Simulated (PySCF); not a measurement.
# Electron correlation in Ni (nickel, neutral)

[Ar] 3d8 4s1 4p1, one real determinant (an excited configuration). Calculation: PySCF 2.14, in ANO-RCC-VTZP; the spin-free X2C one-electron Hamiltonian (Gaussian nucleus). Frozen: [Ar]; 10 electrons correlated.

MP2 pair energies summed by pair of shells (mhartree):

```json
{"pair": "3d-3d", "energy": "-267.31", "share (%)": "90.0"}
{"pair": "3d-4s", "energy": "-18.27", "share (%)": "6.1"}
{"pair": "3d-4p", "energy": "-9.92", "share (%)": "3.3"}
{"pair": "4s-4p", "energy": "-1.58", "share (%)": "0.5"}
```

Total MP2 correlation energy: -297.08 mhartree.

Same-spin part -119.55 and opposite-spin part -177.53 mhartree; SCS-MP2 scales them by 1/3 and 6/5 to -252.89 mhartree.

The basis was made for the ground configuration and has no added diffuse functions, which can raise the energy of the promoted electron.

The reference is one real determinant that mixes LS terms of this configuration.
